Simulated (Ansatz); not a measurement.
Geometry optimisation of Li₇H₇⁻.

```yaml
crystal:
  periodic: [false, false, false]
  atoms:
    - {symbol: Li, position_ang: [-1.932540, 1.103495, 0.883847]}
    - {symbol: Li, position_ang: [1.036948, -1.755261, -0.709891]}
    - {symbol: Li, position_ang: [0.133273, 2.137618, -0.098218]}
    - {symbol: Li, position_ang: [0.897982, 0.414497, 1.493056]}
    - {symbol: Li, position_ang: [-1.098116, -1.715534, 0.702223]}
    - {symbol: Li, position_ang: [-1.689553, -0.296730, -1.211332]}
    - {symbol: Li, position_ang: [2.674183, 0.412983, -0.964293]}
    - {symbol: H, position_ang: [-0.408895, 1.653230, 1.592831]}
    - {symbol: H, position_ang: [-0.726302, -1.799805, -1.092595]}
    - {symbol: H, position_ang: [-1.321144, 1.453043, -0.887729]}
    - {symbol: H, position_ang: [2.489107, -1.166539, -1.455354]}
    - {symbol: H, position_ang: [1.741262, 1.396091, 0.087074]}
    - {symbol: H, position_ang: [-2.403258, -0.539729, 0.539853]}
    - {symbol: H, position_ang: [0.607043, -1.297369, 1.120528]}
basis:
  gaussian: {orbitals: def2-TZVPD}
total_charge: -1
magnetization: {spin_polarized: true, initial_magnetization: 1}
hamiltonian: {xc: pbe, dispersion: d4}
scf: {lower_state_search: "off"}
output: {orbitals: {seedname: orbitals}}
relax: {f_tol: 0.02, max_steps: 100}
```

```sh
$ ansatz run in.yaml --threads 4 --pin off --events-out ev --progress --plain --max-ram 3916MiB
```

Output, abridged:

```
Functional definition: PBE
mean field -1544.68943693 eV, -56.7662897790 hartree, gradient 5.4e-6 eV, S^2 0.750531; 0 other end points of the search recorded, 0 dependent functions left out
relax step   1: F+E_penalty+E_count = -1545.09228942 eV  Δ(F+E_penalty+E_count) = +0.000e0 eV  max|allowed force component| = 1.739e-1 eV/Å  Δτ_max = 0.0000 Å  (21 SCF iters, accepted)
mean field -1544.73026478 eV, -56.7677901751 hartree, gradient 2.3e-6 eV, S^2 0.751114; 0 other end points of the search recorded, 0 dependent functions left out
relax step   2: F+E_penalty+E_count = -1545.11260653 eV  Δ(F+E_penalty+E_count) = -2.032e-2 eV  max|allowed force component| = 1.592e-1 eV/Å  Δτ_max = 0.1949 Å  (28 SCF iters, accepted)
mean field -1544.75572614 eV, -56.7687258626 hartree, gradient 2.1e-6 eV, S^2 0.750740; 0 other end points of the search recorded, 0 dependent functions left out
relax step   3: F+E_penalty+E_count = -1545.14605605 eV  Δ(F+E_penalty+E_count) = -3.345e-2 eV  max|allowed force component| = 7.112e-2 eV/Å  Δτ_max = 0.0678 Å  (25 SCF iters, accepted)
mean field -1544.76154210 eV, -56.7689395952 hartree, gradient 1.8e-6 eV, S^2 0.750553; 0 other end points of the search recorded, 0 dependent functions left out
relax step   4: F+E_penalty+E_count = -1545.15870136 eV  Δ(F+E_penalty+E_count) = -1.265e-2 eV  max|allowed force component| = 8.142e-2 eV/Å  Δτ_max = 0.2000 Å  (24 SCF iters, accepted)
mean field -1544.76718866 eV, -56.7691471025 hartree, gradient 4.0e-6 eV, S^2 0.750533; 0 other end points of the search recorded, 0 dependent functions left out
relax step   5: F+E_penalty+E_count = -1545.16425672 eV  Δ(F+E_penalty+E_count) = -5.555e-3 eV  max|allowed force component| = 3.733e-2 eV/Å  Δτ_max = 0.0441 Å  (21 SCF iters, accepted)
mean field -1544.77935892 eV, -56.7695943512 hartree, gradient 1.6e-6 eV, S^2 0.750466; 0 other end points of the search recorded, 0 dependent functions left out
relax step   6: F+E_penalty+E_count = -1545.17849606 eV  Δ(F+E_penalty+E_count) = -1.424e-2 eV  max|allowed force component| = 8.709e-2 eV/Å  Δτ_max = 0.1951 Å  (21 SCF iters, accepted)
mean field -1544.80155519 eV, -56.7704100491 hartree, gradient 2.8e-6 eV, S^2 0.750427; 0 other end points of the search recorded, 0 dependent functions left out
relax step   7: F+E_penalty+E_count = -1545.20328758 eV  Δ(F+E_penalty+E_count) = -2.479e-2 eV  max|allowed force component| = 9.799e-2 eV/Å  Δτ_max = 0.1953 Å  (20 SCF iters, accepted)
mean field -1544.82684493 eV, -56.7713394301 hartree, gradient 7.1e-6 eV, S^2 0.750417; 0 other end points of the search recorded, 0 dependent functions left out
relax step   8: F+E_penalty+E_count = -1545.22775237 eV  Δ(F+E_penalty+E_count) = -2.446e-2 eV  max|allowed force component| = 8.786e-2 eV/Å  Δτ_max = 0.1942 Å  (17 SCF iters, accepted)
mean field -1544.85047875 eV, -56.7722079567 hartree, gradient 2.7e-6 eV, S^2 0.750431; 0 other end points of the search recorded, 0 dependent functions left out
relax step   9: F+E_penalty+E_count = -1545.25049221 eV  Δ(F+E_penalty+E_count) = -2.274e-2 eV  max|allowed force component| = 4.224e-2 eV/Å  Δτ_max = 0.2000 Å  (17 SCF iters, accepted)
mean field -1544.87936471 eV, -56.7732694964 hartree, gradient 4.9e-6 eV, S^2 0.750467; 0 other end points of the search recorded, 0 dependent functions left out
relax step  10: F+E_penalty+E_count = -1545.27668463 eV  Δ(F+E_penalty+E_count) = -2.619e-2 eV  max|allowed force component| = 1.425e-1 eV/Å  Δτ_max = 0.1993 Å  (17 SCF iters, accepted)
mean field -1544.90942294 eV, -56.7743741158 hartree, gradient 2.7e-6 eV, S^2 0.750498; 0 other end points of the search recorded, 0 dependent functions left out
relax step  11: F+E_penalty+E_count = -1545.30827817 eV  Δ(F+E_penalty+E_count) = -3.159e-2 eV  max|allowed force component| = 1.352e-1 eV/Å  Δτ_max = 0.1951 Å  (17 SCF iters, accepted)
mean field -1544.93076507 eV, -56.7751584248 hartree, gradient 4.0e-6 eV, S^2 0.750501; 0 other end points of the search recorded, 0 dependent functions left out
relax step  12: F+E_penalty+E_count = -1545.32490727 eV  Δ(F+E_penalty+E_count) = -1.663e-2 eV  max|allowed force component| = 1.586e-1 eV/Å  Δτ_max = 0.1920 Å  (17 SCF iters, accepted)
mean field -1544.95008383 eV, -56.7758683759 hartree, gradient 1.3e-6 eV, S^2 0.750450; 0 other end points of the search recorded, 0 dependent functions left out
relax step  13: F+E_penalty+E_count = -1545.34989877 eV  Δ(F+E_penalty+E_count) = -2.499e-2 eV  max|allowed force component| = 7.270e-2 eV/Å  Δτ_max = 0.1999 Å  (21 SCF iters, accepted)
mean field -1544.96271254 eV, -56.7763324726 hartree, gradient 4.9e-6 eV, S^2 0.750425; 0 other end points of the search recorded, 0 dependent functions left out
relax step  14: F+E_penalty+E_count = -1545.36528234 eV  Δ(F+E_penalty+E_count) = -1.538e-2 eV  max|allowed force component| = 5.673e-2 eV/Å  Δτ_max = 0.1428 Å  (17 SCF iters, accepted)
mean field -1544.97100985 eV, -56.7766373931 hartree, gradient 2.8e-6 eV, S^2 0.750417; 0 other end points of the search recorded, 0 dependent functions left out
relax step  15: F+E_penalty+E_count = -1545.37267421 eV  Δ(F+E_penalty+E_count) = -7.392e-3 eV  max|allowed force component| = 5.467e-2 eV/Å  Δτ_max = 0.1764 Å  (17 SCF iters, accepted)
mean field -1544.97474043 eV, -56.7767744892 hartree, gradient 1.9e-6 eV, S^2 0.750418; 0 other end points of the search recorded, 0 dependent functions left out
relax step  16: F+E_penalty+E_count = -1545.37780742 eV  Δ(F+E_penalty+E_count) = -5.133e-3 eV  max|allowed force component| = 2.494e-2 eV/Å  Δτ_max = 0.0441 Å  (17 SCF iters, accepted)
mean field -1544.97525666 eV, -56.7767934604 hartree, gradient 3.7e-6 eV, S^2 0.750420; 0 other end points of the search recorded, 0 dependent functions left out
relax step  17: F+E_penalty+E_count = -1545.37836517 eV  Δ(F+E_penalty+E_count) = -5.578e-4 eV  max|allowed force component| = 1.120e-2 eV/Å  Δτ_max = 0.0182 Å  (13 SCF iters, accepted)
Total energy: -1545.37842764 eV, -56.7916097207 hartree
Atom 0 at    -1.912527     1.393833     0.861315 Å, force    -0.007036     0.002926     0.000412 eV/Å
Atom 1 at     1.223656    -1.575319    -0.517881 Å, force    -0.000291     0.009761    -0.003112 eV/Å
Atom 2 at     0.167431     2.248214    -0.188808 Å, force     0.006125    -0.000478     0.004766 eV/Å
Atom 3 at     0.236625     0.120836     1.429434 Å, force     0.005066     0.002230    -0.011196 eV/Å
Atom 4 at    -1.012578    -1.929159     0.578899 Å, force    -0.000531    -0.005664    -0.002691 eV/Å
Atom 5 at    -0.975671     0.004952    -1.071438 Å, force     0.002978    -0.003372    -0.004688 eV/Å
Atom 6 at     2.423121     0.592823    -1.195511 Å, force    -0.000422    -0.006520    -0.001460 eV/Å
Atom 7 at    -0.357116     1.892574     1.601863 Å, force    -0.008188     0.002052    -0.000117 eV/Å
Atom 8 at    -0.585577    -1.825919    -1.157958 Å, force    -0.003817     0.000690     0.000078 eV/Å
Atom 9 at    -1.547909     1.783561    -0.851019 Å, force     0.005747    -0.001755     0.003837 eV/Å
Atom 10 at     2.759236    -1.112759    -1.282879 Å, force     0.008952    -0.004482    -0.001286 eV/Å
Atom 11 at     0.747218     0.478096    -0.380788 Å, force    -0.011136     0.007903    -0.000115 eV/Å
Atom 12 at    -1.772064    -0.363197     0.861618 Å, force     0.005267    -0.000774     0.008346 eV/Å
Atom 13 at     0.606146    -1.708547     1.313152 Å, force    -0.002715    -0.002517     0.007228 eV/Å
Dipole moment:    -1.488859    -0.859657     0.765879 e Å
Checks for a lower state left out: stability, starts, cluster_reference, orbital_swaps, neighbouring_geometries, increment
```

Hardware: 4 threads of Arm Neoverse V1 on a shared host. Wall time 48 s.

The highest occupied level of the relaxed charge -1 doublet lies above zero (up to 0.87 eV). By energy differences its removal costs 0.51 eV (each at its own geometry, to the charge 0 singlet, at PBE-D4/def2-TZVPD); the vertical value is larger still, so the positive level points to self-interaction error. The relaxation made no stability test and no search for a lower SCF solution. The structure comes from a short search, and lower isomers may exist.
